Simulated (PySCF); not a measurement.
Start geometry of `B(C)(NCC)C` from GFN2-xTB (Å):
```
atom  x, y, z in Å
C1     2.5228    0.5508    0.0633
C2     1.3235    0.2382    0.9573
N3     0.3553   -0.5916    0.2756
B4    -0.9655   -0.3189   -0.0403
C5    -1.8067   -1.4171   -0.8253
C6    -1.6393    1.0612    0.3800
H7     3.2311    1.1851    0.5902
H8     2.1935    1.0638   -0.8373
H9     3.0311   -0.3663   -0.2293
H10    1.6715   -0.2704    1.8667
H11    0.8343    1.1661    1.2541
H12    0.7592   -1.4742   -0.0075
H13   -2.6632   -1.7417   -0.2364
H14   -2.2106   -1.0137   -1.7522
H15   -1.2316   -2.3055   -1.0802
H16   -2.6779    1.1268    0.0658
H17   -1.1158    1.9109   -0.0557
H18   -1.6205    1.2028    1.4597
```

Problem. What comes out of this run: PySCF 2.14.0, PBE0-D3(BJ)/def2-SVP geometry optimisation, gas phase?

Solution. 
```
atom  x, y, z in Å
C1     2.5537    0.5552    0.1978
C2     1.3688    0.1849    1.0765
N3     0.4093   -0.6599    0.4061
B4    -0.9304   -0.3882    0.0865
C5    -1.7728   -1.4902   -0.6761
C6    -1.5889    1.0006    0.4888
H7     3.2685    1.1896    0.7441
H8     2.2205    1.1003   -0.6985
H9     3.0965   -0.3426   -0.1396
H10    1.7344   -0.3074    1.9968
H11    0.8524    1.0976    1.4065
H12    0.7929   -1.5541    0.1178
H13   -2.6489   -1.7810   -0.0709
H14   -2.1841   -1.0760   -1.6125
H15   -1.2143   -2.4067   -0.9254
H16   -2.6374    1.0776    0.1655
H17   -1.0436    1.8514    0.0456
H18   -1.5693    1.1551    1.5813
```

The energy falls by 1.2 kcal/mol over 5 energy and gradient evaluations, the largest force component goes from 0.0172 to 4.3e-04 Eh/bohr, and the atoms move by 0.041 Å rms after alignment. The bond that changes most is N3–B4 (boron-bound nitrogen to three-coordinate boron), which lengthens by 0.019 Å. Bonds longer at the end by more than 0.005 Å: 12 of 17; shorter: 2. Among the angles that change most is H10–C2–H11, from 108.1° to 106.0°. Rotational constants go from 5834, 1889, 1578 to 5849, 1876, 1573 MHz. The orientation of the end geometry is arbitrary; only internal coordinates are fixed.

The run used 144 basis functions and 31 SCF cycles in all. Time: 36 s. Hardware: one thread, Arm Neoverse V2, on a shared host.

Not checked by PBE0-D3(BJ)/def2-SVP frequencies. The numbers are those of one conformer.
